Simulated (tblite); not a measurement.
Species: C6H8Cl2Ge.
Bonds: C1–C2 (double), C2–C3 (double), C3–C4 (double), C4–C5, C5–Ge6, C4–C7, C7–Cl8, C7–Cl9. Hydrogens: H10, H11 on C1; H12, H13 on C5; H14, H15, H16 on Ge6; H17 on C7.

Computed with GFN2-xTB (tblite), gas phase: L-BFGS steps from a force-field or distance-geometry start until the largest atomic force falls under 0.01 eV/Å.

Step 24: E = -757.7356 eV
```
atom  x, y, z in Å  |  force x, y, z in eV/Å
C1      3.8152   -0.5252   -0.1123   -0.004  -0.007   0.000
C2      2.5164   -0.4420    0.0155   -0.057   0.019   0.009
C3      1.2697   -0.3825    0.1597   -0.088   0.060   0.021
C4     -0.0356   -0.2979    0.3474    0.026  -0.021   0.036
C5     -0.7477    0.9789    0.6131    0.038  -0.023   0.001
Ge6    -2.1116    1.4533   -0.7565   -0.098  -0.116   0.076
C7     -0.8375   -1.5523    0.2885    0.035  -0.055   0.068
Cl8    -1.9087   -1.5529   -1.1284   -0.044   0.035  -0.039
Cl9    -1.8397   -1.7486    1.7553   -0.010   0.011  -0.024
H10     4.2903   -1.4787   -0.2768    0.055   0.039  -0.012
H11     4.4430    0.3496   -0.0531   -0.003  -0.053  -0.014
H12    -1.2478    0.9228    1.5852    0.010  -0.001  -0.079
H13    -0.0250    1.7940    0.6593    0.036  -0.016   0.016
H14    -2.2959    2.9365   -0.6848   -0.018   0.119   0.047
H15    -1.6313    1.1499   -2.1281    0.005   0.029  -0.137
H16    -3.4516    0.8444   -0.4926    0.047   0.044  -0.034
H17    -0.2094   -2.4376    0.1988    0.070  -0.063   0.066
```

Step 25: E = -757.7385 eV
```
atom  x, y, z in Å  |  force x, y, z in eV/Å
C1      3.8156   -0.5253   -0.1129   -0.035  -0.003  -0.001
C2      2.5160   -0.4416    0.0123   -0.058   0.007   0.028
C3      1.2688   -0.3843    0.1595   -0.033   0.060   0.015
C4     -0.0360   -0.3010    0.3527    0.027  -0.014  -0.016
C5     -0.7487    0.9787    0.6104    0.052  -0.056   0.008
Ge6    -2.1145    1.4544   -0.7582   -0.032  -0.079   0.043
C7     -0.8360   -1.5584    0.2906    0.035  -0.012   0.089
Cl8    -1.9060   -1.5503   -1.1297   -0.010   0.018  -0.009
Cl9    -1.8433   -1.7538    1.7548   -0.005   0.006  -0.033
H10     4.2971   -1.4777   -0.2621    0.030   0.009  -0.028
H11     4.4447    0.3487   -0.0688   -0.010  -0.016   0.002
H12    -1.2502    0.9242    1.5809   -0.015  -0.009  -0.052
H13    -0.0267    1.7947    0.6624    0.034  -0.038  -0.013
H14    -2.2969    2.9397   -0.6817   -0.016   0.092   0.048
H15    -1.6319    1.1601   -2.1343   -0.019   0.024  -0.090
H16    -3.4532    0.8486   -0.4902    0.025   0.026  -0.040
H17    -0.2060   -2.4448    0.2046    0.029  -0.014   0.047
```

Task: Estimate the geometry and energy of step 26. (The exact step hangs on the optimiser's Hessian estimate; all steps are aligned on step 25, rigid shifts and turns removed.)

Result: E = -757.7400 eV, largest force 0.072 eV/Å
```
atom  x, y, z in Å  |  force x, y, z in eV/Å
C1      3.8147   -0.5255   -0.1132   -0.042  -0.002  -0.002
C2      2.5147   -0.4413    0.0112   -0.027  -0.004   0.030
C3      1.2677   -0.3837    0.1597    0.011   0.045   0.007
C4     -0.0363   -0.3028    0.3549    0.010  -0.013  -0.027
C5     -0.7484    0.9776    0.6087    0.038  -0.052   0.005
Ge6    -2.1164    1.4541   -0.7584    0.028  -0.013  -0.004
C7     -0.8345   -1.5617    0.2934    0.023   0.006   0.068
Cl8    -1.9048   -1.5476   -1.1301    0.020   0.001   0.018
Cl9    -1.8453   -1.7566    1.7540   -0.006   0.004  -0.025
H10     4.3011   -1.4761   -0.2549    0.008  -0.017  -0.034
H11     4.4453    0.3470   -0.0768   -0.012   0.021   0.011
H12    -1.2512    0.9239    1.5777   -0.031  -0.011  -0.024
H13    -0.0269    1.7941    0.6633    0.034  -0.047  -0.025
H14    -2.2976    2.9435   -0.6793   -0.012   0.035   0.046
H15    -1.6325    1.1656   -2.1389   -0.040   0.028  -0.043
H16    -3.4532    0.8501   -0.4896   -0.008   0.009  -0.037
H17    -0.2034   -2.4485    0.2087    0.004   0.011   0.035
```

The energy changes by -0.0015 eV. The first-order estimate −F·Δx gives -0.0022 eV and the mean of the old and new forces, exact on a quadratic surface, -0.0015 eV. The step makes an angle of 63° with the force vector and moves no atom by more than 0.008 Å.

The cost below is that of the whole relaxation. Hardware: Intel Xeon, one thread, shared host. Cost: 1.4 s wall.
